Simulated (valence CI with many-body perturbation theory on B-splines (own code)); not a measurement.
**Kr XXXI: E2, M1, M2 decay**

Level of theory: configuration interaction combined with many-body perturbation theory (CI+MBPT): four valence electrons over a frozen Dirac-Fock core [He], radial functions for each j: 11 s, 11 p, 10 d, 8 f, 5 g, 2 h, with the one-electron correlation potential Σ1 (screened to all orders), the two-electron term Σ2, the three-electron term Σ3, Breit, model QED; selected single and double excitations, second order for the rest, scaled by the run's own slope (own B-spline code, finite nucleus).

No measured spectrum was set against this ion. As an estimate, large intervals hold to a few tenths of a per cent, small ones and those within an open d or f shell to about a per cent. Among the levels kept, up to 1100 cm⁻¹ of a level comes from second order outside the variational space, and about a tenth of that is noise between levels of different J, which matters for small intervals.

Lines 1 to 48 of 48 in falling wavelength, among levels below 178.67 Ry, chosen from the decays that carry over 1 % of a level's rate. Wavelengths and rates use the calculated energies. Electric multipoles are in the length gauge, E1 and E2 with the static RPA response of the core. S is in atomic units (e²a₀⁴ for E2 and M2, e²a₀⁶ for E3), for M1 in squared Bohr magnetons. Weak lines are less certain than strong ones. Lines between different terms over intervals too small for the method are left out, as are lines whose strength nearly cancels. The highest levels of a list are the least certain.

Levels are named by their leading jj configuration (3d3/2^4 stands for four electrons in 3d with j = 3/2), which in mixed levels can hold well under half, so a name can repeat and another be missing. Letters in brackets count levels of one name in rising energy.

```tsv
λ vac (Å)	Upper	Lower	Type	A (s⁻¹)	S (a.u.)
1221	(2s^2 2p1/2 2p3/2) J=2	(2s^2 2p1/2 2p3/2) J=1	M1	3.67e+03	1.24e+00
252.1	(2s^2 2p1/2 2p3/2) J=1	(2s^2 2p1/2^2) J=0	M1	8.85e+05	1.58e+00
219.3	(2s^2 2p3/2^2) J=2	(2s^2 2p1/2 2p3/2) J=2	M1	9.56e+05	1.87e+00
209.0	(2s^2 2p1/2 2p3/2) J=2	(2s^2 2p1/2^2) J=0	E2	2.51e+02	4.46e-04
185.9	(2s^2 2p3/2^2) J=2	(2s^2 2p1/2 2p3/2) J=1	M1	1.06e+06	1.26e+00
136.9	(2s^2 2p3/2^2) J=0	(2s^2 2p1/2 2p3/2) J=1	M1	4.37e+06	4.15e-01
6.648	(2s^2 2p3/2 3d5/2) J=4	(2s 2p3/2^3) J=2	E2	1.23e+08	1.28e-05
6.490	(2s^2 2p3/2 3d5/2) J=4	(2s 2p1/2 2p3/2^2) J=2 [b]	E2	1.74e+08	1.61e-05
6.374	(2s^2 2p3/2 3d5/2) J=4	(2s 2p1/2 2p3/2^2) J=3	E2	1.20e+08	1.01e-05
6.322	(2s^2 2p3/2 3d5/2) J=4	(2s 2p1/2 2p3/2^2) J=2 [a]	E2	7.32e+07	5.94e-06
6.280	(2s 2p3/2^2 3p3/2) J=4	(2s 2p3/2^3) J=2	E2	2.54e+09	1.99e-04
6.237	(2s 2p1/2 2p3/2 3p3/2) J=3 [a]	(2s 2p1/2 2p3/2^2) J=2 [a]	E2	3.63e+09	2.14e-04
6.236	(2s^2 2p1/2 3p1/2) J=1	(2s^2 2p1/2 2p3/2) J=2	E2	1.53e+10	3.87e-04
6.233	(2s 2p1/2 2p3/2 3p3/2) J=4	(2s 2p1/2 2p3/2^2) J=3	E2	4.09e+09	3.09e-04
6.222	(2s 2p1/2^2 3p1/2) J=0	(2s 2p1/2^2 2p3/2) J=2	E2	2.44e+10	2.03e-04
6.205	(2s^2 2p1/2 3p1/2) J=1	(2s^2 2p1/2 2p3/2) J=1	E2	1.45e+10	3.57e-04
6.205	(2s^2 2p3/2 3p1/2) J=1	(2s^2 2p3/2^2) J=2	E2	1.84e+10	4.52e-04
6.196	(2s^2 2p3/2 3p1/2) J=2	(2s^2 2p3/2^2) J=2	E2	1.90e+10	7.74e-04
6.196	(2s 2p1/2 2p3/2 3p3/2) J=0 [b]	(2s 2p1/2 2p3/2^2) J=2 [b]	E2	6.53e+09	5.33e-05
6.187	(2s^2 2p1/2 3p1/2) J=0	(2s^2 2p1/2 2p3/2) J=2	E2	2.49e+10	2.01e-04
6.177	(2s 2p3/2^2 3p1/2) J=0	(2s 2p3/2^3) J=2	E2	2.55e+10	2.05e-04
6.171	(2s^2 2p3/2 3p3/2) J=3	(2s^2 2p3/2^2) J=2	E2	8.89e+09	4.97e-04
6.168	(2s^2 2p3/2 3p3/2) J=1	(2s^2 2p3/2^2) J=2	E2	1.01e+10	2.43e-04
6.163	(2s^2 2p1/2 3p3/2) J=2	(2s^2 2p1/2 2p3/2) J=2	E2	9.88e+09	3.92e-04
6.139	(2s 2p3/2^2 3p3/2) J=4	(2s 2p1/2 2p3/2^2) J=2 [b]	E2	1.13e+09	7.88e-05
6.138	(2s^2 2p1/2 3p3/2) J=1	(2s^2 2p1/2 2p3/2) J=1	E2	7.91e+09	1.85e-04
6.136	(2s^2 2p3/2 3d5/2) J=4	(2s 2p1/2^2 2p3/2) J=2	E2	1.22e+08	8.51e-06
6.132	(2s^2 2p1/2 3p3/2) J=2	(2s^2 2p1/2 2p3/2) J=1	E2	4.70e+09	1.82e-04
6.118	(2s 2p1/2 2p3/2 3d5/2) J=5	(2s 2p1/2 2p3/2^2) J=3	M2	2.00e+08	1.68e-05
6.092	(2s^2 2p3/2 3p3/2) J=0	(2s^2 2p3/2^2) J=2	E2	3.64e+10	2.73e-04
6.057	(2s 2p1/2 2p3/2 3p3/2) J=3 [a]	(2s 2p1/2^2 2p3/2) J=2	E2	1.31e+10	6.66e-04
6.047	(2s^2 2p3/2 3d5/2) J=4	(2s^2 2p3/2^2) J=2	M2	1.88e+08	1.22e-05
6.042	(2s 2p1/2 2p3/2 3p3/2) J=0 [b]	(2s 2p1/2 2p3/2^2) J=2 [a]	E2	9.39e+09	6.75e-05
6.035	(2s 2p3/2^2 3p3/2) J=4	(2s 2p1/2 2p3/2^2) J=3	E2	1.19e+10	7.65e-04
6.005	(2s 2p1/2 2p3/2 3p3/2) J=4	(2s 2p1/2^2 2p3/2) J=2	E2	1.82e+10	1.14e-03
6.002	(2s^2 2p3/2 3p3/2) J=3	(2s^2 2p1/2 2p3/2) J=2	E2	8.99e+09	4.38e-04
5.999	(2s^2 2p3/2 3p3/2) J=1	(2s^2 2p1/2 2p3/2) J=2	E2	8.59e+09	1.79e-04
5.988	(2s 2p3/2^2 3p3/2) J=4	(2s 2p1/2 2p3/2^2) J=2 [a]	E2	1.13e+10	6.97e-04
5.986	(2s^2 2p1/2 3p3/2) J=2	(2s^2 2p1/2^2) J=0	E2	1.27e+10	4.36e-04
5.972	(2s^2 2p3/2 3p3/2) J=3	(2s^2 2p1/2 2p3/2) J=1	E2	9.30e+09	4.42e-04
5.928	(2s^2 2p3/2 3p3/2) J=0	(2s^2 2p1/2 2p3/2) J=2	E2	1.34e+10	8.75e-05
5.673	(2p1/2^2 2p3/2 3d5/2) J=4	(2s 2p1/2 2p3/2^2) J=2 [a]	E2	2.33e+09	1.10e-04
5.671	(2s 2p1/2 2p3/2 3d3/2) J=4	(2s^2 2p1/2 2p3/2) J=2	E2	1.06e+10	5.02e-04
5.534	(2p1/2^2 2p3/2 3d3/2) J=2	(2s 2p1/2^2 2p3/2) J=2	E2	4.63e+10	1.07e-03
5.531	(2p1/2^2 2p3/2 3d3/2) J=3	(2s 2p1/2^2 2p3/2) J=2	E2	6.37e+10	2.06e-03
5.526	(2p1/2^2 2p3/2 3d3/2) J=0	(2s 2p1/2^2 2p3/2) J=2	E2	5.90e+10	2.71e-04
5.524	(2s 2p3/2^2 3d5/2) J=4 [b]	(2s^2 2p3/2^2) J=2	E2	6.90e+10	2.85e-03
5.523	(2p1/2^2 2p3/2 3d5/2) J=4	(2s 2p1/2^2 2p3/2) J=2	E2	7.58e+10	3.13e-03
```
